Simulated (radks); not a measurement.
Ionisation of neutral tantalum, [Xe] 4f14 5d3 6s2, to [Xe] 4f14 5d3 6s1 as the strength of local exchange is varied. All-electron calculation, Dirac Kohn-Sham, Slater X-alpha exchange (alpha = 2/3 is LDA exchange), no correlation, spin-unpolarised, spherical densities, point nucleus; open shells fill j = l - 1/2 first. Program: a radial shooting solver on a logarithmic mesh with Libxc functionals.

alpha  E(Ta) (hartree)  exchange (hartree)  IE (eV)  -e of the level emptied (eV)  <r> of it (bohr)
0.566      -15563.8858           -254.2493    7.048                 4.092 (6s1/2)             3.432
0.659      -15605.7232           -296.8959    7.581                 4.557 (6s1/2)             3.364
0.667      -15609.3278           -300.5758    7.628                 4.599 (6s1/2)             3.358
0.834      -15684.7820           -377.8045    8.653                 5.522 (6s1/2)             3.235
0.916      -15721.9758           -416.0114    9.184                 6.010 (6s1/2)             3.177
0.948      -15736.5161           -430.9724    9.396                 6.207 (6s1/2)             3.154

NIST Atomic Spectra Database: 7.550 eV (measured). The Delta-SCF value meets it near alpha = 0.65. Spin polarisation and multiplet splitting are left out, so open shells lie too high by an amount that depends on their filling.

Beside tabulated values, note that spin-unpolarised runs miss the spin-polarisation part of the exchange energy of open shells.
